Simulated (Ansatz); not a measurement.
A run on F₃GeHSe, SMILES `[F][Ge]([F])([F])[SeH]` with other settings.

```yaml
crystal:
  periodic: [false, false, false]
  atoms:
    - {symbol: F, position_ang: [0.573338, -0.627169, 1.632465]}
    - {symbol: Ge, position_ang: [0.108359, -0.571862, 0.102624]}
    - {symbol: F, position_ang: [-1.318308, -1.066629, -0.111305]}
    - {symbol: F, position_ang: [1.198027, -1.457404, -1.013504]}
    - {symbol: Se, position_ang: [0.262971, 1.649915, -0.918098]}
    - {symbol: H, position_ang: [-0.573368, 2.141114, 0.198973]}
basis:
  gaussian: {orbitals: cc-pVTZ}
hamiltonian: {xc: {name: BLYP}}
scf: {lower_state_search: light}
output: {forces: true}
```

```sh
$ ansatz run in.yaml --threads 4 --pin off --events-out ev --progress --plain --max-ram 10444MiB
```

Output, abridged:

```
Functional definition: BLYP
1235 factors; their error is unknown
mean field evaluation 1: about -130038.4209 eV, gradient 7.1e1 eV
mean field evaluation 2: about -130012.6483 eV, gradient 1.5e2 eV
mean field evaluation 4: about -130044.6600 eV, gradient 9.9e0 eV
mean field evaluation 8: about -130044.7930 eV, gradient 8.1e-2 eV
mean field evaluation 16: about -130044.7491 eV, gradient 1.0e-4 eV
mean field -130044.74909679 eV, -4779.0563818100 hartree, gradient 3.0e-5 eV, S^2 0.000000; 0 other end points of the search recorded, 0 dependent functions left out
reference -130044.74941591 eV, -4779.0563935375 hartree; 47, 47 occupied and 143, 143 virtual orbitals, 1235 factors
Total energy: -130044.74941591 eV, -4779.0563935375 hartree
Atom 0 at     0.573338    -0.627169     1.632465 Å, force     1.590926    -0.587401     5.418045 eV/Å
Atom 1 at     0.108359    -0.571862     0.102624 Å, force     9.057617     4.984133    -5.711282 eV/Å
Atom 2 at    -1.318308    -1.066629    -0.111305 Å, force   -10.105857    -4.019540    -1.098425 eV/Å
Atom 3 at     1.198027    -1.457404    -1.013504 Å, force    -0.506865     0.017454     0.891326 eV/Å
Atom 4 at     0.262971     1.649915    -0.918098 Å, force     0.061275    -0.616799     0.446116 eV/Å
Atom 5 at    -0.573368     2.141114     0.198973 Å, force    -0.097097     0.222153     0.054221 eV/Å
Dipole moment:    -0.214853     0.174837     0.206801 e Å
```

It took 2 s on 4 threads of an Arm Neoverse V2 on a shared host, with 0.41 GiB of host memory at the peak.
